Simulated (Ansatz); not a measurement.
Basis sets compared for SnH3(NEt2) (C4H13NSn). The state is a singlet with charge 0. Geometry PBE0-D4/def2-SVP. Ansatz on 4 threads of Arm Neoverse V1 on a shared host; times are rough, and most runs start from earlier orbitals.

```xyz
19

Sn    0.413   -2.162    0.841
H     0.865   -3.189   -0.454
H     1.604   -2.074    2.068
H    -1.075   -2.706    1.522
N     0.307   -0.286    0.046
C    -0.332   -0.098   -1.238
C    -1.858   -0.125   -1.220
C     0.344    0.872    0.916
C     1.434    1.868    0.542
H     0.034   -0.871   -1.939
H     0.007    0.862   -1.671
H    -2.235   -1.105   -0.882
H    -2.266    0.638   -0.538
H    -2.274    0.066   -2.222
H    -0.637    1.393    0.943
H     0.516    0.541    1.955
H     2.425    1.390    0.591
H     1.299    2.250   -0.482
H     1.429    2.736    1.222
```

In the def2 sets Sn takes a core potential; there is no spin–orbit coupling.

Binding counts from free atoms (Sn triplet, H doublet, N quartet, C triplet) in the same basis, without a counterpoise term.

| level | functions | energy (Eh) | HOMO (eV) | LUMO (eV) | binding per atom (eV) | wall time |
| --- | --- | --- | --- | --- | --- | --- |
| PBE-D4/def2-SVP | 161 | -428.8045 | -4.47 | -0.47 | 3.73 | 2.3 s |
| PBE0-D4/def2-SVP | 161 | -428.8575 | -5.79 | 0.35 | 3.69 | 3 s |

Question: Estimate the rows for PBE-D4/def2-TZVP (with forces), PBE0-D4/def2-TZVP.

Answer: 
| level | functions | energy (Eh) | HOMO (eV) | LUMO (eV) | binding per atom (eV) | wall time |
| --- | --- | --- | --- | --- | --- | --- |
| PBE-D4/def2-TZVP (with forces) | 283 | -429.0507 | -4.62 | -0.76 | 3.71 | 4.8 s |
| PBE0-D4/def2-TZVP | 283 | -429.0965 | -5.88 | 0.04 | 3.66 | 6 s |
